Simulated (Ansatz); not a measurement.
`C[O][Cd][NH2]` + HCl → `[NH2][Cd][Cl]` + CH₃OH at 298.15 K and 1 bar (ligand exchange at a Cd–O bond).

Isolated molecules relaxed with PBE0-D4/def2-TZVP in Ansatz; ΔE leaves out vibrations. CBS: MP2 limit from def2 TZ/QZ plus the TZ coupled-cluster correction, frozen cores. This one scheme is used for every species. def2 core potentials past Kr. For Cd outer-core shells are correlated without core-valence functions, which leaves a few kJ/mol of doubt a bond. Each species was taken in one conformer, which may not be the lowest.

| species | CCSD(T)/CBS energy (Eh) | H − E (kJ/mol) | S (J/(mol·K)) |
| --- | --- | --- | --- |
| `C[O][Cd][NH2]` | -338.62994 | 193.1 | 349.8 |
| HCl | -460.38127 | 26.6 | 186.8 |
| `[NH2][Cd][Cl]` | -683.44247 | 83.2 | 304.7 |
| CH₃OH | -115.61712 | 146.3 | 238.2 |

H − E and S are ideal-gas, rigid-rotor, harmonic terms from PBE0-D4/def2-TZVP, for one conformer and one mirror image of each species. 1 Eh = 2625.50 kJ/mol, R = 8.31446 J/(mol·K).

**Question.** By hand: ΔE, ΔH, ΔS and ΔG.

**Answer.** ΔE = (-683.44247) + (-115.61712) − (-338.62994) − (-460.38127) = -0.04838 Eh = -127.0 kJ/mol. Δ(H − E) = 83.2 + 146.3 − 193.1 − 26.6 = 9.8, so ΔH = -117.2 kJ/mol. ΔS = 304.7 + 238.2 − 349.8 − 186.8 = 6.3 J/(mol·K). ΔG = -117.2 − 298.15 × (6.3)/1000 = -119.1 kJ/mol.

**Question.** By hand: the equilibrium constant, and the temperature at which ΔG would vanish if ΔH and ΔS stayed fixed.

**Answer.** log₁₀ K = −ΔG/(RT ln 10) = 20.9. ΔH and −TΔS have one sign here, so there is no such temperature.

The number of gas molecules stays the same, so ΔS is small and ΔH decides. A doubt of 5 kJ/mol in ΔE shifts log₁₀ K by 0.9 here. Other conformers and mirror images would add mixing entropy, several J/(mol·K) or more a flexible species. These are equilibria of isolated gas molecules and say nothing of rates. Largest T1 diagnostic: 0.016 (customary marks: 0.02 for closed shells, 0.045 for open ones).

ΔS is within the doubt of such terms, so its sign, and with it that verdict, could turn.
